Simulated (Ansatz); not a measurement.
System: sum formula GaHCl2, net charge 0, singlet state. 
Structure (B3LYP-D3(BJ)/def2-TZVP (Ansatz, a first-principles code) minimum search):
```
Ga
H 1 1.5457
Cl 1 2.1439 2 122.42
Cl 1 2.1439 2 122.42 3 -180.00
```
Charge 0, spin multiplicity 1.

Dipole moments at this geometry, in debye (magnitudes).

```csv
level,program,dipole (D)
SVWN5/def2-TZVPD,Ansatz,1.76
BLYP/def2-TZVPD,Ansatz,1.70
r2SCAN/def2-TZVPD,Ansatz,1.76
B3LYP/def2-TZVPD,Ansatz,1.79
PBE0/def2-TZVPD,Ansatz,1.81
BHLYP/def2-TZVPD,Ansatz,1.89
r2SCANh/def2-TZVPD,Ansatz,1.80
HSE06/def2-TZVPD,Ansatz,1.81
CAM-B3LYP/def2-TZVPD,Ansatz,1.87
LC-wPBE/def2-TZVPD,Ansatz,1.90
wB97M-V/def2-TZVPD,Ansatz,1.83
wB97X-V/def2-TZVPD,Ansatz,1.86
CCSD(T)/def2-SVPD,Ansatz,1.78
```
